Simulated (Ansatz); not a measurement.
A structure relaxed at PBE-D4/def2-SVP in Ansatz, charge 0, doublet:

```tsv
atom	x (Å)	y (Å)	z (Å)
In1	-1.5264	1.1133	-0.5132
Te2	0.3450	0.9583	1.9388
Te3	0.4831	-0.6794	-2.0251
Te4	0.6982	-1.3922	0.5995
```

Problem. Give its formula and point group.

Solution. the cluster InTe3. Point group Cs (tolerance 0.1 Å).

Problem. Summarise the bond lengths by kind (pairs closer than 1.2 times the sum of covalent radii, bridged metal pairs left out).

Solution. 2 × In–Te 3.09 Å; 2 × Te–Te 2.73 Å.

In the def2 sets In, Te take a core potential; there is no spin–orbit coupling. The relaxation made no stability test and no search for a lower SCF solution. The structure comes from a short search, and lower isomers may exist.
